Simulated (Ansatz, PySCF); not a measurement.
C4H3FSi, SMILES C#C[SiH](F)C#C. Atoms are numbered in the order given.

```xyz
9

Si     0.3876    -0.4880    -0.0014
F     -0.5778    -1.7929     0.0008
C      0.0266     0.5009    -1.4970
C     -0.1959     1.1611    -2.4910
C      0.0302     0.5030     1.4936
C     -0.1901     1.1645     2.4871
H      1.7886    -0.9597    -0.0028
H     -0.3955     1.7476    -3.3728
H     -0.3879     1.7521     3.3686
```
Charge 0, spin multiplicity 1.

Geometry: ωB97X-D3(BJ)/def2-SVP. The structure was generated by enumeration, and PubChem lists no compound with its InChIKey, so it may never have been made.

Two levels are set side by side: PBE-D3(BJ)/def2-SVP (Ansatz, an electronic-structure program) and ωB97X-D3(BJ)/def2-SVP (PySCF). Each level has its own optimised geometry; the coordinates shown are those of the second. Frequencies come from the Hessian of PySCF at each geometry. Differences are taken from unrounded values.

```csv
quantity,ωB97X-D3(BJ)
mean bond length (Å),1.418
bond Si1–F2 (Å),1.623
bond Si1–C3 (Å),1.829
bond Si1–C5 (Å),1.829
bond C3–C4 (Å),1.214
bond C5–C6 (Å),1.214
bond Si1–H7 (Å),1.478
bond C4–H8 (Å),1.078
bond C6–H9 (Å),1.078
highest harmonic wavenumber (cm⁻¹),3470
mean harmonic wavenumber (cm⁻¹),1074
zero-point energy (kcal/mol),32.23
```

**Question.** What does PBE-D3(BJ) give, and how far is it from ωB97X-D3(BJ)? (An estimate is asked for; the answer gives what the named calculation found.)

**Answer.** 
| quantity | PBE-D3(BJ) | PBE-D3(BJ) minus ωB97X-D3(BJ) |
|---|---|---|
| mean bond length (Å) | 1.426 | 0.008 |
| bond Si1–F2 (Å) | 1.637 | 0.013 |
| bond Si1–C3 (Å) | 1.829 | 0.000 |
| bond Si1–C5 (Å) | 1.829 | 0.000 |
| bond C3–C4 (Å) | 1.228 | 0.014 |
| bond C5–C6 (Å) | 1.228 | 0.014 |
| bond Si1–H7 (Å) | 1.493 | 0.015 |
| bond C4–H8 (Å) | 1.083 | 0.005 |
| bond C6–H9 (Å) | 1.083 | 0.005 |
| highest harmonic wavenumber (cm⁻¹) | 3389 | -81 |
| mean harmonic wavenumber (cm⁻¹) | 1023 | -51 |
| zero-point energy (kcal/mol) | 30.71 | -1.52 |

Exact exchange shortens and stiffens bonds; PBE has none. Differences between two approximate levels are no errors against the true value.
